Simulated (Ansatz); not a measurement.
`N[SiH](O)F` + H–F → `O[SiH](F)F` + NH₃ at 298.15 K and 1 bar (ligand exchange at the Si–N bond).

Program: Ansatz. Geometries: PBE0-D4/def2-TZVP. ΔE: electronic, gas phase. CCSD(T)/CBS adds triple-zeta CCSD(T) − MP2 to the extrapolated MP2 energy (def2 sets, frozen cores). This one scheme is used for every species. One conformer a species, not always the lowest.

```csv
species,CCSD(T)/CBS energy (Eh),H − E (kJ/mol),S (J/(mol·K))
`N[SiH](O)F`,-521.31725,155.5,308.4
H–F,-100.39570,33.5,173.6
`O[SiH](F)F`,-565.23707,91.8,297.2
NH₃,-56.50880,100.5,192.4
```

H − E and S are ideal-gas, rigid-rotor, harmonic terms from PBE0-D4/def2-TZVP, for one conformer and one mirror image of each species. 1 Eh = 2625.50 kJ/mol, R = 8.31446 J/(mol·K).

Task: By hand: ΔE, ΔH, ΔS and ΔG.

Result: ΔE = (-565.23707) + (-56.50880) − (-521.31725) − (-100.39570) = -0.03292 Eh = -86.4 kJ/mol. Δ(H − E) = 91.8 + 100.5 − 155.5 − 33.5 = 3.3, so ΔH = -83.1 kJ/mol. ΔS = 297.2 + 192.4 − 308.4 − 173.6 = 7.6 J/(mol·K). ΔG = -83.1 − 298.15 × (7.6)/1000 = -85.4 kJ/mol.

Task: By hand: the equilibrium constant, and the temperature at which ΔG would vanish if ΔH and ΔS stayed fixed.

Result: log₁₀ K = −ΔG/(RT ln 10) = 15.0. ΔH and −TΔS have one sign here, so there is no such temperature.

The number of gas molecules stays the same, so ΔS is small and ΔH decides. A doubt of 5 kJ/mol in ΔE shifts log₁₀ K by 0.9 here. Other conformers and mirror images would add mixing entropy, several J/(mol·K) or more a flexible species. These are equilibria of isolated gas molecules and say nothing of rates. Largest T1 diagnostic: 0.011 (customary marks: 0.02 for closed shells, 0.045 for open ones).

ΔS is within the doubt of such terms, so its sign, and with it that verdict, could turn.
